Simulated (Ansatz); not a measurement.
Compare A (`C=C(N)[TeH]`) with its isomer B (`C=NC[TeH]`).

Isolated molecules relaxed with PBE0-D4/def2-TZVP in Ansatz; ΔE leaves out vibrations. CCSD(T)/CBS is the MP2 limit (def2-TZVPP, def2-QZVPP) plus CCSD(T) − MP2 in def2-TZVPP, frozen cores. DFT in def2-TZVPP. B3LYP here is the variant with VWN-RPA as its local correlation; programs differ in this. def2 core potentials past Kr. For Te outer-core shells are correlated without core-valence functions, which leaves a few kJ/mol of doubt a bond. One conformer a species, not always the lowest.

A:

```xyz
9

C    -0.1034   -1.1405    0.8428
C    -0.1038   -0.1061    0.0002
N     1.0135    0.5111   -0.5224
Te   -1.9469    0.7153   -0.6252
H     0.8230   -1.6510    1.0924
H    -1.0099   -1.4828    1.3191
H     0.9266    0.8490   -1.4673
H     1.8856    0.0303   -0.3503
H    -1.4848    2.2748   -0.2893
```

B:

Z-matrix (Å, degrees):
```
C
N 1 1.421
Te 1 2.193 2 121.4
H 1 1.090 2 109.2 3 123.0
H 1 1.092 2 109.1 3 -120.2
C 2 1.255 1 123.2 3 -2.8
H 3 1.658 1 93.6 2 76.3
H 6 1.098 2 122.8 1 0.8
H 6 1.089 2 118.8 1 -179.7
```

**Question.** Which isomer does CCSD(T)/CBS put lower? Give the gap. (Best estimate.)

**Answer.** Computed: A, by 6.4 kcal/mol.

**Question.** Give E(B) − E(A) in kcal/mol with PBE-D4, B3LYP-D4, B3LYP, ωB97M-V, MP2/def2-TZVPP, PBE0-D4, r2SCAN-D4. (An estimate is asked.)

**Answer.** The calculation gave: PBE-D4 6.1, B3LYP-D4 6.1, B3LYP 5.9, ωB97M-V 7.3, MP2/def2-TZVPP 7.1, PBE0-D4 7.1, r2SCAN-D4 7.0. None reverses the order clearly.

Largest T1 diagnostic: 0.012.

From PBE to PBE0 (25 % exact exchange), in def2-TZVPP and without D4, E(B) − E(A) moves by +1.1 kcal/mol.
